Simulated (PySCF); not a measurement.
## How methods differ on the excitation energy of W²⁺

W²⁺ [Xe] 4f14 5d4 (5D) → W²⁺ [Xe] 4f14 5d3 6p1 (high-spin determinant), as a difference of total energies. Calculation: PySCF 2.14, in aug-cc-pwCVTZ-PP with ECP60MDF; scalar relativity through the core potential. Correlated levels: valence: 5s2 5p6 frozen; valence and next inner shell: nothing frozen outside the core potential. The calculations carry no spin-orbit coupling.

```
                                method  excitation energy (eV)
                                   UHF                   7.754
                                   LDA                   7.903
                                   PBE                   7.811
                                  PBE0                   7.947
                                r2SCAN                   7.815
                               wB97M-V                   7.891
                             CAM-B3LYP                   7.891
                                PBEsol                   7.864
                         MP2 (valence)                   7.947
                     SCS-MP2 (valence)                   7.819
    MP2 (valence and next inner shell)                   8.062
SCS-MP2 (valence and next inner shell)                   7.968
```

Q: How much does correlation contribute at MP2 (valence and next inner shell)?

A: 8.062 − (7.754) = 0.308 eV, measured against UHF.

The determinant of the upper state mixes LS terms, which raises its energy above the lowest term, most at the Hartree-Fock and MP2 levels.
